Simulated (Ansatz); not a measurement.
Reaction (cleavage of the Sn–Ge bond): `[F][Sn]([F])([F])[GeH3]` + H₂Se → `[F][Sn]([F])([F])[SeH]` + GeH₄

Isolated molecules relaxed with PBE0-D4/def2-TZVP in Ansatz; ΔE leaves out vibrations. CCSD(T)/CBS is the MP2 limit (def2-TZVPP, def2-QZVPP) plus CCSD(T) − MP2 in def2-TZVPP, frozen cores. Functionals use def2-TZVPP. B3LYP here is the variant with VWN-RPA as its local correlation; programs differ in this. Elements past krypton have def2 core potentials. For Ge, Se, Sn outer-core shells are correlated without core-valence functions, which leaves a few kJ/mol of doubt a bond. Scalar relativity is left out up to krypton. Each species was taken in one conformer, which may not be the lowest.

**Question.** Is it downhill or uphill in electronic energy at CCSD(T)/CBS, and by how much? (Estimate.)

**Answer.** The calculation gave: Downhill: ΔE = -2.6 kcal/mol.

**Question.** What do these levels give: PBE-D4, BHLYP-D4, revPBE, B3LYP, CAM-B3LYP, CCSD/def2-SVP? (An estimate is asked.)

**Answer.** The calculation gave: PBE-D4 -1.2, BHLYP-D4 -2.2, revPBE -1.2, B3LYP -1.1, CAM-B3LYP -1.3, CCSD/def2-SVP -2.4 kcal/mol.

Largest T1 diagnostic among the species: 0.014.

Leaving LDA and LC-ωPBE aside and taking each functional with its dispersion term where it has one, the values, not all of them listed here, spread over 3.1 kcal/mol, from B97M-V to BLYP-D4. In def2-TZVPP, CCSD(T) changes the Hartree–Fock value by +1.5 kcal/mol (the triples alone add −0.3 kcal/mol) and MP2 by +1.1 kcal/mol.
